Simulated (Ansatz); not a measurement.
Consider the formal exchange of groups at a Ga–O bond: `[SiH3][O][Ga]([Br])[Br]` + CH₄ → `[CH3][Ga]([Br])[Br]` + `O[SiH3]`.

Calculated with Ansatz (gas phase, PBE0-D4/def2-TZVP geometries, no zero-point term in ΔE). CBS: MP2 limit from def2 TZ/QZ plus the TZ coupled-cluster correction, frozen cores. This one scheme is used for every species. DFT in def2-TZVPP. HSE06 is defined as in plane-wave codes. For Br, Ga outer-core shells are correlated without core-valence functions, which leaves a few kJ/mol of doubt a bond. Scalar relativity is left out up to krypton. One conformer a species, not always the lowest.

```csv
level,ΔE (kJ/mol),difference from CCSD(T)/CBS
BLYP-D4,70.7,3.5
r2SCAN0-D4,69.2,2.0
ωB97X-V,70.2,3.0
B2PLYP,72.0,4.8
revPBE,57.2,-10.0
PBE0,59.8,-7.4
r2SCANh,68.4,1.2
HSE06,59.8,-7.4
MP2/def2-TZVPP,73.7,6.5
CCSD/CBS(def2),67.2,0.0
CCSD(T)/CBS,67.2,0
```

Largest T1 diagnostic among the species: 0.011.

From BLYP to BHLYP (50 % exact exchange), in def2-TZVPP and without D4, ΔE moves by +7.3 kJ/mol. Leaving LDA and LC-ωPBE aside and taking each functional with its dispersion term where it has one, the values, not all of them listed here, spread over 17.4 kJ/mol, from PBE-D4 to BHLYP-D4. The D4 term adds +5.2 kJ/mol with B3LYP and +3.0 kJ/mol with PBE0; it sums over pairs of atoms, weighted by their polarisabilities, and B3LYP, whose exchange is more repulsive, gets the larger term.

B3LYP here is the variant with VWN-RPA as its local correlation; programs differ in this.
